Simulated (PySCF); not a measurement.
A PySCF script (with the pyscf-properties extension) for the NMR shieldings of `InChI=1S/C5H10F2OSi/c1-8-5(4(6)7)2-9-3-5/h4H,2-3,9H2,1H3`, on a PBE0-D3(BJ)/def2-SVP geometry:

```python
import basis_set_exchange as bse
import numpy as np
from pyscf import gto, dft
from pyscf.prop import nmr

atoms = """
C     2.184771    0.987506    0.328508
O     0.992820    0.639384    0.984105
C     0.029669   -0.087545    0.267301
C     0.512371   -1.526236    0.091661
F     1.527637   -1.592976   -0.801625
F    -0.483363   -2.310347   -0.386303
C    -0.422786    0.518531   -1.093835
Si   -2.218821    0.161385   -0.590986
C    -1.304634   -0.079008    1.054670
H     2.668668    1.760712    0.941436
H     1.997400    1.405502   -0.676235
H     2.878138    0.136859    0.219961
H     0.864164   -1.938415    1.053542
H    -0.253300    1.606557   -1.076250
H     0.045816    0.096676   -1.992449
H    -3.167711    1.313828   -0.667276
H    -2.867906   -1.038604   -1.188085
H    -1.482152   -0.941667    1.711704
H    -1.326668    0.839045    1.660633
"""
names = dict.fromkeys(["C", "O", "F", "Si", "H"], "pcSseg-1")
basis = {el: gto.basis.parse(bse.get_basis(n, elements=[el], fmt="nwchem")) for el, n in names.items()}
mol = gto.M(atom=atoms, basis=basis, charge=0, verbose=0)
mf = dft.RKS(mol, xc="PBE0")
mf.grids.level = 2
mf.grids.alignment = dft.numint.BLKSIZE   # the property module wants whole blocks of grid points
mf.conv_tol = 1e-9
mf.kernel()

calc = nmr.RKS(mf)   # GIAO
C = mf.mo_coeff
Co = C[:, mf.mo_occ > 0]
resp = mf.gen_response(singlet=True, hermi=2)
def vind(x):   # induced exchange potential for any number of trial vectors
    d = np.einsum("pi,xij,qj->xpq", C, 2 * x.reshape(-1, C.shape[1], Co.shape[1]), Co, optimize=True)
    return np.einsum("xpq,pi,qj->xij", resp(d - d.transpose(0, 2, 1)), C, Co, optimize=True).ravel()
mo1, _ = nmr.rhf.solve_mo1(calc, with_cphf=vind)
sigma = calc.kernel(mo1)
for i, s in enumerate(sigma):   # ppm
    print("%2d %-2s %9.2f" % (i, mol.atom_pure_symbol(i), np.trace(s) / 3))
```

Task: Give the expected output.

Result: 
```
 0 C     132.29
 1 O     270.81
 2 C     104.21
 3 C      61.57
 4 F     308.89
 5 F     312.86
 6 C     173.80
 7 Si    400.09
 8 C     163.53
 9 H      27.95
10 H      28.07
11 H      28.08
12 H      25.78
13 H      30.00
14 H      29.56
15 H      26.71
16 H      26.82
17 H      29.81
18 H      29.78
```

These numbers come from an equivalent density-fitted implementation of the same equations, which agrees with the script to about 0.01 ppm for H and up to a few tenths of a ppm for heavy atoms, so last digits may differ.

Task: Turn these shieldings into chemical shifts. Shifts are taken against calculated references (same method and geometry level): $^{13}$C (σ = 184.41 ppm), $^{29}$Si (σ = 351.99 ppm), $^{1}$H (σ = 31.27 ppm) vs TMS; $^{17}$O (σ = 334.56 ppm) vs H2O; $^{19}$F (σ = 177.25 ppm) vs CFCl3.

Result: Averaging equivalent atoms: C 3: 122.8; C 2: 80.2; C 0: 52.1; C 6/8: 15.7; O 1: 63.8; F 4/5: -133.6; Si 7: -48.1; H 12: 5.49; H 15: 4.56; H 16: 4.45; H 9/10/11: 3.23; H 14/17: 1.58; H 13/18: 1.38 ppm. Unscaled 19F shifts against computed CFCl3 carry errors that often reach 10 to 50 ppm. Experimental scales use liquid or dissolved standards, which lie at an offset from isolated H2O (liquid H2O: subtract about 36 ppm).

Size and cost of the density-fitted run: 210 basis functions, 39 s wall time on 1 thread of an Arm Neoverse V1, shared host; peak memory 0.94 GiB.
